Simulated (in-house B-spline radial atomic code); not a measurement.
The boron ion B³⁺ is squeezed into an impenetrable sphere of radius R (the orbitals vanish at R). No spin polarisation. Computed with an all-electron radial atomic-structure program (B-spline basis): non-relativistic Hartree-Fock, average of configuration, point nucleus.

Energies in eV above the free ion in 1s2:

```tsv
R (bohr)	highest level (eV)	1s2	-dE/dV in 1s2 (GPa)
8.13	-260	0	4.76e-13
6.53	-260	0	5.44e-12
5.17	-260	0	4.3e-13
3.92	-260	0	4.48e-08
3.53	-260	0	1.35e-06
2.81	-260	0	0.000727
2.75	-260	1.341e-05	0.00123
2.04	-260	0.003721	0.598
1.81	-260	0.02194	4.41
1.55	-259	0.1564	41.7
```
